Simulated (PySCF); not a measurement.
F3In (SMILES [F][In]([F])[F]), singlet, at a GFN2-xTB geometry (such geometries of metal compounds can be far from the true shape) (all electrons, no relativity).

The PySCF input:
```python
from pyscf import gto, scf

mol = gto.M(
    atom='''
In    0.00000000    0.00000000    0.00000000
F    -1.67769182   -1.02031088    0.03026648
F     0.01519865    1.84496979   -0.67264826
F     1.66249317   -0.82465891    0.64238177
''',
    basis='sto-3g',
    verbose=4,
)

mf = scf.UHF(mol)
mf.kernel()
mf.analyze()
```

Estimate the total energy that HF/STO-3G run with PySCF returns for this input.

-5976.9846 Eh

What is the computed dipole moment (HF/STO-3G)?

0.00 D
